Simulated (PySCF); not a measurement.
CH₄MgOS. Atoms are numbered in the order given.

```xyz
8

Mg     0.1302    -1.0377     0.0000
O     -0.2989    -2.7437     0.0000
H     -0.4406    -3.6839     0.0000
S      0.6775     1.1985     0.0000
C     -0.9541     2.0335     0.0000
H     -1.5439     1.7970    -0.8969
H     -0.7592     3.1148     0.0000
H     -1.5439     1.7970     0.8969
```
Charge 0, spin multiplicity 1.

Coordinates come from a PBE0-D3(BJ)/def2-SVP optimisation. One conformer was computed; it need not be the lowest.

Calculation: PySCF with PBE0/def2-TZVPD.

Mulliken values depend strongly on the basis, most of all with diffuse functions as here. ESP charges are fitted to the potential on shells at 1.4 to 2.0 van der Waals radii. Atomic charges (e):

```json
[
 {"atom": "Mg1", "ESP fit": "1.09", "meta-Löwdin": "1.51", "Mulliken": "1.02"},
 {"atom": "O2", "ESP fit": "-1.10", "meta-Löwdin": "-1.18", "Mulliken": "-0.83"},
 {"atom": "H3", "ESP fit": "0.46", "meta-Löwdin": "0.34", "Mulliken": "0.23"},
 {"atom": "S4", "ESP fit": "-0.56", "meta-Löwdin": "-0.65", "Mulliken": "-0.56"},
 {"atom": "C5", "ESP fit": "-0.26", "meta-Löwdin": "-0.40", "Mulliken": "-0.47"},
 {"atom": "H6", "ESP fit": "0.09", "meta-Löwdin": "0.12", "Mulliken": "0.23"},
 {"atom": "H7", "ESP fit": "0.18", "meta-Löwdin": "0.14", "Mulliken": "0.15"},
 {"atom": "H8", "ESP fit": "0.09", "meta-Löwdin": "0.12", "Mulliken": "0.23"}
]
```
